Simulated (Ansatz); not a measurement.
Geometry optimisation, Ansatz 0.2.0, RKS PBE/def2-SVP.

Input file:

```yaml
crystal:
  periodic: [false, false, false]
  atoms:
    - { symbol: Ta, position_ang: [-0.133008, -0.21941, -0.221174] }
    - { symbol: Cl, position_ang: [2.229003, -0.791771, -0.325683] }
    - { symbol: Cl, position_ang: [0.272694, 0.679217, 1.924054] }
    - { symbol: Cl, position_ang: [-0.344217, -0.705357, -2.499564] }
    - { symbol: F, position_ang: [-1.334188, 1.216082, -0.478618] }
    - { symbol: O, position_ang: [-1.069289, -1.717104, 0.400638] }
    - { symbol: H, position_ang: [-1.268372, -2.015698, 1.308186] }
    - { symbol: P, position_ang: [1.518568, 2.877903, -1.468501] }
    - { symbol: H, position_ang: [2.339111, 2.277723, -2.489823] }
    - { symbol: H, position_ang: [0.302168, 2.52026, -2.150762] }
    - { symbol: H, position_ang: [1.56623, 1.671655, -0.695753] }
basis:
  gaussian: { orbitals: def2-SVP }
hamiltonian:
  xc: pbe
relax:
  f_tol: 0.03
  max_steps: 50
output:
  orbitals: {}
```

Launched with:

```bash
$ ansatz run input.yaml --threads 4 --pin off --max-ram 5120MiB --backend cpu --events-out ev --progress --plain --runs-dir out
```

Task: Where does it end, and by what steps?

Result: The forces met the threshold. The force dipped under the threshold on the way, but the program's further checks kept it going. After 19 steps the energy has fallen by 0.188 eV; H11 moved furthest, 1.34 Å.

```csv
step,energy less start (eV),largest force component (eV/Å),accepted
0,0.0000,1.038,yes
1,-0.0927,0.451,yes
2,-0.1168,0.155,yes
3,-0.1264,0.118,yes
4,-0.1348,0.301,yes
5,-0.1431,0.340,yes
6,-0.1578,0.366,yes
7,-0.1682,0.206,yes
8,-0.1723,0.336,yes
9,-0.1737,0.329,yes
10,-0.1811,0.272,yes
11,-0.1857,0.057,yes
12,-0.1854,0.102,no
13,-0.1864,0.010,yes
14,-0.1870,0.106,yes
15,-0.1874,0.070,yes
16,-0.1878,0.009,yes
17,-0.1881,0.015,yes
18,-0.1882,0.037,yes
19,-0.1883,0.014,yes
```

```xyz
11
Properties=species:S:1:pos:R:3
Ta -0.224 -0.522 -0.219
Cl 2.063 -0.802 -0.400
Cl 0.002 0.401 1.949
Cl -0.608 -1.282 -2.404
F -1.151 1.055 -0.671
O -1.125 -2.008 0.508
H -1.409 -2.193 1.422
P 1.848 3.282 -1.972
H 2.093 1.959 -2.489
H 0.440 3.025 -1.800
H 2.151 2.877 -0.621
```

Time of the run: 22 s on 4 threads of AMD EPYC 9R45 96-Core Processor (Zen 5), with other jobs on the host, peak memory 0.27 GiB.
